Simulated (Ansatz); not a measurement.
Reaction (redistribution): `OCS[SiH2]S` + `[SH][GeH]` → `OCS[SiH3]` + `[SH][Ge][SH]`

Gas-phase electronic energies from Ansatz, PBE0-D4/def2-TZVP geometries. CCSD(T)/CBS adds triple-zeta CCSD(T) − MP2 to the extrapolated MP2 energy (def2 sets, frozen cores). Functionals use def2-TZVPP. B3LYP here is the variant with VWN-RPA as its local correlation; programs differ in this. For Ge outer-core shells are correlated without core-valence functions, which leaves a few kJ/mol of doubt a bond. Scalar relativity is left out up to krypton. Each species was taken in one conformer, which may not be the lowest.

`OCS[SiH2]S`:

```xyz
11

O     1.780    0.060   -1.176
C     1.585    0.358    0.158
S     0.798   -1.001    1.137
Si   -1.221   -0.540    0.732
S    -1.548   -0.505   -1.403
H     0.912   -0.016   -1.596
H     0.991    1.265    0.314
H     2.564    0.498    0.616
H    -2.036   -1.591    1.385
H    -1.612    0.809    1.215
H    -2.211    0.663   -1.381
```

`[SH][GeH]`:

```xyz
4

S     1.227   -0.141   -0.411
Ge   -0.211   -0.479    1.253
H     0.420    0.448   -1.307
H    -1.435    0.172    0.465
```

`OCS[SiH3]`:

Cartesian coordinates in Å:
```
O 2.073 0.241 0.175
C 0.947 1.052 0.146
S -0.412 0.516 1.260
Si -1.386 -0.845 -0.049
H 1.834 -0.640 -0.127
H 1.250 2.031 0.515
H 0.536 1.171 -0.863
H -2.459 -1.510 0.727
H -0.426 -1.870 -0.552
H -1.956 -0.147 -1.232
```

`[SH][Ge][SH]`:

```xyz
5

S     1.582    0.538   -1.149
Ge    0.700    0.551    0.911
S    -1.199   -0.512    0.395
H     0.597   -0.099   -1.806
H    -1.680   -0.477    1.649
```

```tsv
level	ΔE (kJ/mol)	difference from CCSD(T)/CBS
PBE-D4	-37.7	-0.5
r2SCAN-D4	-39.4	-2.2
PBE0-D4	-35.5	1.7
B3LYP-D4	-39.2	-2.0
ωB97X-V	-34.2	3.0
ωB97M-V	-33.9	3.3
B2PLYP	-41.4	-4.2
PBE	-40.4	-3.2
r2SCAN	-40.3	-3.1
PBE0	-38.0	-0.8
B3LYP	-43.4	-6.2
HF/def2-TZVPP	-40.5	-3.3
MP2/def2-TZVPP	-38.8	-1.6
SCS-MP2/def2-TZVPP	-39.5	-2.3
CCSD/def2-TZVPP	-35.8	1.4
CCSD(T)/def2-TZVPP	-36.1	1.1
HF/def2-QZVPP	-40.9	-3.7
MP2/def2-QZVPP	-39.6	-2.4
SCS-MP2/def2-QZVPP	-39.9	-2.7
HF/CBS(def2)	-40.9	-3.7
MP2/CBS(def2)	-39.9	-2.7
CCSD/CBS(def2)	-36.9	0.3
CCSD(T)/CBS	-37.2	0
```

Largest T1 diagnostic among the species: 0.015.

The D4 term adds +4.2 kJ/mol with B3LYP and +2.5 kJ/mol with PBE0; it sums over pairs of atoms, weighted by their polarisabilities, and B3LYP, whose exchange is more repulsive, gets the larger term.
